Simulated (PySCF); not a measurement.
germylsilane anion (GeH6Si), SMILES [SiH3][GeH3] (connectivity only; charge and spin as stated), charge -1, multiplicity 2. The structure is a stationary point at PBE0-D3(BJ)/def2-SVPD. The multiplicity is an assumed one; other spin states were not compared.

All values below come from PySCF with PBE0-D3(BJ)/def2-SVPD.

Harmonic wavenumbers (cm⁻¹): 149, 189, 219, 264, 459, 504, 787, 853, 856, 875, 926, 942, 1662, 1798, 1963, 1969, 2072, 2080. Rotational constants (GHz): 46.64, 2.978, 2.965; symmetry number 1.

Problem. Work out the zero-point energy and the ideal-gas rigid-rotor harmonic-oscillator thermochemistry at 298.15 K and 1 atm.

Solution. ZPE = ½ Σ hcν = ½ × 18568 cm⁻¹ = 111.06 kJ/mol. H − E(el) = 129.03 kJ/mol. Entropy in J/(mol K): translation 167.00, rotation 101.13, vibration 45.61, spin 5.76, total 319.50. G − E(el) = 33.77 kJ/mol. Cp = 88.70 J/(mol K). Modes under 150 cm⁻¹ make the vibrational entropy uncertain.
